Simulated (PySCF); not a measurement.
Ga(OH)2(SeH) (GaH₃O₂Se), SMILES [OH][Ga]([OH])[SeH]. Atoms are numbered in the order given.

```xyz
7

Ga    -0.0040     0.7617     0.0000
O     -1.4362     1.8562     0.0000
H     -2.2826     1.3730     0.0000
O      1.6027     1.5684     0.0000
H      1.4937     2.5385     0.0000
Se    -0.0544    -1.5691     0.0000
H      1.4316    -1.5705     0.0000
```

Geometry: PBE-D3(BJ)/def2-SVP. The structure was generated by enumeration; whether it is a known compound was not checked. Other conformers were not sampled.

Two levels are set side by side: PBE/pcSseg-1 (PySCF) and PBE0/pcSseg-1 (PySCF). GIAO shifts against H2O (¹⁷O), Me2Se (⁷⁷Se), TMS (¹H) at the same level; non-relativistic, no solvent, atoms listed together averaged. Differences are taken from unrounded values.

```tsv
quantity	PBE0
δ(⁷⁷Se) of Se6 (ppm)	-480.5
δ(¹H) of H7 (ppm)	1.54
```

**Question.** What does PBE give, and how far is it from PBE0? (Estimate from the structure and the level; the computed values follow.)

**Answer.** 
| quantity | PBE | PBE minus PBE0 |
|---|---|---|
| δ(⁷⁷Se) of Se6 (ppm) | -501.6 | -21.2 |
| δ(¹H) of H7 (ppm) | 1.42 | -0.12 |

Rough cost on one machine, each run with all the roots and properties that it gave: PBE0 against PBE within a factor of 2.
